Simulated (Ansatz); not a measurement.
A nudged elastic band was laid between two geometries of CH6AlNO2 + H2 (13 atoms, charge 0, multiplicity 1).

All numbers below come from Ansatz, RKS BHLYP-D4/def2-SVP.

```json
{
 "movable images": "5",
 "climbing image": "yes",
 "spring": "5.0 eV/Å²",
 "optimiser": "quadratic models (default)",
 "start path": "through a guess of the saddle point",
 "force threshold": "0.05 eV/Å",
 "iteration limit": "60",
 "end points": "relaxed"
}
```

First end point:

```xyz
13
Properties=species:S:1:pos:R:3
Al -0.319 0.719 -0.650
N -0.486 -0.124 0.884
C -0.585 -1.546 1.108
O -0.201 -0.232 -2.038
O -0.346 2.405 -0.633
H 2.103 0.428 0.416
H 2.627 0.751 -0.021
H -0.559 0.408 1.737
H -0.514 -2.079 0.156
H 0.217 -1.931 1.752
H -1.539 -1.837 1.568
H -0.152 -0.010 -2.958
H -0.247 3.048 -1.321
```

Last end point:

```xyz
13
Properties=species:S:1:pos:R:3
Al 0.458 0.803 -0.864
N 0.201 -0.055 0.946
C -0.337 -1.417 0.968
O -0.598 -0.176 -1.811
O -0.177 2.302 -0.289
H 1.058 0.010 1.483
H 2.012 0.711 -1.183
H -0.444 0.611 1.363
H 0.416 -2.104 0.580
H -0.617 -1.731 1.976
H -1.197 -1.463 0.302
H -0.389 -0.554 -2.655
H -0.387 3.062 -0.816
```

Problem. Which bonds break or form, and what moves?

Solution. Bonds broken: H6–H7. Bonds formed: Al1–H7, N2–H6. CH6AlNO2 + H2 becomes CH8AlNO2.

Problem. Give the energies along the band, and the barrier.

Solution. The run converged. The highest image is number 3 of 0 to 6, 0.76 eV above the first end and 1.66 eV above the last; the last end lies 0.90 eV below the first. Neighbouring images differ by up to 1.4 eV, so the band resolves the path poorly. A vibrational analysis at the climbing image gives one clearly imaginary mode, 1328i cm⁻¹: a first-order saddle point. The orbitals stay closed-shell, which can raise the energy where a bond breaks towards radicals; this wasn't checked here.

```tsv
image	path coordinate (Å)	energy (eV)	H6–H7 (Å)	Al1–H7 (Å)	N2–H6 (Å)
0	0.00	0.00	0.75	3.01	2.69
1	0.63	0.01	0.76	2.58	2.56
2	1.27	0.18	0.77	2.22	2.05
3	1.90	0.76	0.99	1.83	1.42
4	2.86	-0.68	2.12	1.60	1.02
5	3.81	-0.88	2.76	1.59	1.01
6	4.76	-0.90	2.92	1.59	1.01
```

Problem. What is the geometry of the highest image?

Solution. 
```xyz
13
Properties=species:S:1:pos:R:3
Al 0.100 0.790 -0.689
N -0.014 -0.111 0.940
C -0.411 -1.498 1.089
O -0.184 -0.245 -1.997
O -0.325 2.425 -0.582
H 1.298 0.189 0.502
H 1.851 0.612 -0.206
H -0.246 0.447 1.751
H -0.086 -2.066 0.214
H 0.036 -1.958 1.977
H -1.499 -1.614 1.161
H -0.230 -0.088 -2.930
H -0.289 3.116 -1.230
```

Run time: 4.7 min on 2 threads of Intel(R) Xeon(R) Platinum 8375C CPU @ 2.90GHz (Ice Lake), with other jobs on the host, peak memory 0.28 GiB.
